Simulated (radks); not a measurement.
Task: All-electron atom: Si II in [Ne] 3s2 3p1. All-electron calculation, non-relativistic Kohn-Sham, r2SCAN, spin-polarised, spherical densities, point nucleus; open shells are filled with parallel spins first; meta-GGA in the generalised Kohn-Sham scheme. Program: a radial shooting solver on a logarithmic mesh with Libxc functionals. Some entries of the table are withheld. Estimate them.

orbital,occ.,eigenvalue (hartree),r(max) (bohr)
1s up,1,-66.22891,0.07300
1s down,1,-66.22418,0.07300
2s up,1,-5.59981,0.4552
2s down,1,-5.59646,0.4553
2p up,3,-3.94286,0.3889
2p down,3,-3.93668,0.3891
3s up,1,-0.73201,(1)
3s down,1,-0.67888,(2)
3p up,1,(3),2.033
3p down,0,(4),2.023

Result: 
(1) 3s up r(max) (bohr): 1.766
(2) 3s down r(max) (bohr): 1.750
(3) 3p up eigenvalue (hartree): -0.44775
(4) 3p down eigenvalue (hartree): -0.39628
